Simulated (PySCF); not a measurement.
SMILES ClC(Cl)(Cl)C(Cl)(Cl)Cl, C2Cl6

Molfile (atoms numbered from 1):
```
C2Cl6
     RDKit          3D

  8  7  0  0  0  0  0  0  0  0999 V2000
   -0.9059    1.9614   -0.0502 Cl  0  0  0  0  0  0  0  0  0  0  0  0
   -0.7378    0.2161    0.1714 C   0  0  0  0  0  0  0  0  0  0  0  0
   -1.8636   -0.6284   -0.8972 Cl  0  0  0  0  0  0  0  0  0  0  0  0
   -1.0865   -0.2045    1.8520 Cl  0  0  0  0  0  0  0  0  0  0  0  0
    0.7387   -0.2151   -0.1796 C   0  0  0  0  0  0  0  0  0  0  0  0
    0.9068   -1.9603    0.0420 Cl  0  0  0  0  0  0  0  0  0  0  0  0
    1.8645    0.6295    0.8891 Cl  0  0  0  0  0  0  0  0  0  0  0  0
    1.0874    0.2055   -1.8601 Cl  0  0  0  0  0  0  0  0  0  0  0  0
  1  2  1  0
  2  3  1  0
  2  4  1  0
  2  5  1  0
  5  6  1  0
  5  7  1  0
  5  8  1  0
M  END
```

Method: TDDFT CAM-B3LYP/aug-cc-pVDZ excited states, vertical, gas phase in PySCF 2.14.0. Geometry: PBE0-D3(BJ)/def2-SVP.

Singlets 3 and 4, 5 and 6, 7 and 8 lie within 0.01 eV of each other, so their separate moments and overlaps can depend on how they mix.

Problem. How strongly do the lowest singlets absorb one photon, and two photons of half the energy?

Solution. δ for parallel linear polarisation; σ at the peak of a Lorentzian of half width 0.1 eV, single beam; Ω is circular over linear.
```csv
state,E (eV),f,photon λ (nm),δ (au),σ (GM),Ω,main
S1,6.46,0.000,384,<0.1,0.00,–,"HOMO→LUMO 0.65, HOMO−3→LUMO+1 0.21"
S2,6.54,0.000,379,<0.1,0.00,–,"HOMO→LUMO+1 0.50, HOMO−3→LUMO 0.31"
S3,6.76,0.000,367,0.29,0.01,1.50,HOMO−1→LUMO 0.65
S4,6.76,0.000,367,0.3,0.01,1.50,HOMO−2→LUMO 0.65
S5,6.80,0.021,365,<0.1,0.00,–,"HOMO−1→LUMO+1 0.44, HOMO−5→LUMO 0.10"
S6,6.80,0.022,365,<0.1,0.00,–,"HOMO−2→LUMO+1 0.44, HOMO−6→LUMO 0.10"
```
